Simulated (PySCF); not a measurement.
Bonds (- single, = double, # triple, : aromatic): C1=C2, C2-C3, C2-C4, C4:C5, C5:C6, C6:C7, C7:C8, C8:C9, C9:C10, C10:C11, C11:C12, C12:C13, C13:C4, C12:C7. C1 carries H14, H15; C3 carries H16, H17, H18; C5 carries H19; C6 carries H20; C8 carries H21; C9 carries H22; C10 carries H23; C11 carries H24; C13 carries H25. H14 is cis to C3; H15 is trans to C3.

Geometry: PBE0-D3(BJ)/def2-SVP; GIAO absolute shieldings from PySCF, gas phase, non-relativistic, averaged over equivalent atoms.

At PBE0/pcSseg-1 (281 basis functions):
| atoms | σ (ppm) |
| --- | --- |
| C2 | 30.9 |
| C4 | 39.5 |
| C12 | 47.7 |
| C7 | 48.0 |
| C11 | 50.3 |
| C8 | 51.1 |
| C6 | 51.3 |
| C10 | 52.8 |
| C9 | 53.2 |
| C13 | 53.7 |
| C5 | 55.8 |
| C1 | 63.3 |
| C3 | 160.3 |
| H25 | 23.19 |
| H24 | 23.31 |
| H21 | 23.35 |
| H20 | 23.36 |
| H23 | 23.63 |
| H19 | 23.64 |
| H22 | 23.65 |
| H15 | 25.50 |
| H14 | 25.80 |
| H16/H17/H18 | 28.99 |

Estimate the result of repeating the calculation with PBE/pcSseg-1.

Answers


| atoms | σ at PBE/pcSseg-1 | change |
| --- | --- | --- |
| C2 | 27.2 | -3.7 |
| C4 | 36.7 | -2.8 |
| C12 | 45.7 | -2.0 |
| C7 | 45.9 | -2.1 |
| C11 | 47.9 | -2.4 |
| C8 | 48.9 | -2.2 |
| C6 | 48.9 | -2.4 |
| C10 | 50.7 | -2.1 |
| C9 | 51.0 | -2.2 |
| C13 | 51.6 | -2.1 |
| C5 | 53.8 | -2.0 |
| C1 | 61.6 | -1.7 |
| C3 | 155.4 | -4.9 |
| H25 | 23.31 | +0.12 |
| H24 | 23.40 | +0.09 |
| H21 | 23.45 | +0.10 |
| H20 | 23.46 | +0.10 |
| H23 | 23.68 | +0.05 |
| H19 | 23.68 | +0.04 |
| H22 | 23.69 | +0.04 |
| H15 | 25.52 | +0.02 |
| H14 | 25.81 | +0.01 |
| H16/H17/H18 | 28.91 | -0.08 |

The largest change is at C3 (allylic methyl carbon). Cost: 281 basis functions. The order of the carbon signals is the same at both levels.
